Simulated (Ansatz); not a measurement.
Cost and result for the atomization energy of C2H4AlOSb, SMILES `[AlH2][C]#C[O][SbH2]` (9 atoms, 8 bonds).

```xyz
9

Al    1.369    1.822   -1.156
C    -0.033    0.752   -0.522
C    -0.961    0.067   -0.119
O    -1.940   -0.635    0.293
Sb   -1.588   -2.266    1.452
H     1.063    3.077   -2.073
H     2.865    1.464   -0.769
H    -0.456   -1.448    2.441
H    -0.320   -2.832    0.452
```

Charge 0, multiplicity 1. Correlated methods include outer-core shells of Sb, which these sets cover unevenly. Sb: def2 effective core potential. The geometry is a stationary point of PBE0-D4/def2-TZVP. Program: Ansatz. All runs use 4 threads of an Intel Xeon 6975P-C on a shared host. Times are those of one run each, without the atoms' runs, and a repeat can differ threefold. Electronic energies, without spin–orbit coupling; frozen cores. CCSD(T)/CBS adds CCSD(T) − MP2 in def2-TZVPP to the MP2 limit, and its time is that of the two runs behind it. T1 = 0.015. With those shells the extrapolation isn't a true limit. B3LYP takes the VWN-RPA correlation (the form of Gaussian; ORCA's B3LYP/G). HSE06 is the plane-wave form, built on full-range PBE exchange.

CCSD(T)/CBS is a level of theory with its own doubt, some kJ/mol a heavy atom from the limit and from the frozen cores, so smaller differences don't rank the functionals.

| level | functions | wall time | atomization (kJ/mol) | difference from CCSD(T)/CBS | per bond |
| --- | --- | --- | --- | --- | --- |
| revPBE-D4/def2-TZVPP | 241 | 1.4 s | 2956.1 | -1.8 | -0.2 |
| PBE-D4/def2-TZVPP (with forces) | 241 | 1.6 s | 3045.2 | 87.3 | 10.9 |
| PBE0-D4/def2-TZVPP | 241 | 1.8 s | 2945.6 | -12.3 | -1.5 |
| BHLYP-D4/def2-TZVPP | 241 | 1.9 s | 2836.1 | -121.8 | -15.2 |
| HSE06-D4/def2-TZVPP | 241 | 2 s | 2946.5 | -11.4 | -1.4 |
| r2SCAN-D4/def2-TZVPP (with forces) | 241 | 2.5 s | 2969.0 | 11.1 | 1.4 |
| r2SCANh-D4/def2-TZVPP | 241 | 2.7 s | 2932.8 | -25.1 | -3.1 |
| B3LYP-D4/def2-TZVPP (with forces) | 241 | 2.8 s | 2970.0 | 12.1 | 1.5 |
| B2PLYP/def2-TZVPP | 241 | 3.6 s | 2927.1 | -30.8 | -3.9 |
| CCSD(T)/def2-SVP | 106 | 4 s | 2737.6 | -220.3 | -27.5 |
| MP2/def2-QZVPP | 443 | 12 s | 2977.8 | 19.9 | 2.5 |
| CCSD(T)/def2-TZVPP | 241 | 49 s | 2857.9 | -100.0 | -12.5 |
| CCSD(T)/CBS(def2) | – | 61 s | 2957.9 | 0.0 | 0.0 |

From PBE to PBE0 (25 % exact exchange), in def2-TZVPP and without D4, the atomization energy moves by −96.7 kJ/mol: exact exchange takes away binding that semilocal exchange gives to molecules. The D4 term adds +33.9 kJ/mol with B3LYP and +17.9 kJ/mol with PBE0; it sums over pairs of atoms, weighted by their polarisabilities, and B3LYP, whose exchange is more repulsive, gets the larger term. Leaving LDA and LC-ωPBE aside and taking each functional with its dispersion term where it has one, the values spread over 209.1 kJ/mol, from BHLYP-D4 to PBE-D4. LDA lies +441.4 kJ/mol from PBE without D4, its usual overbinding.
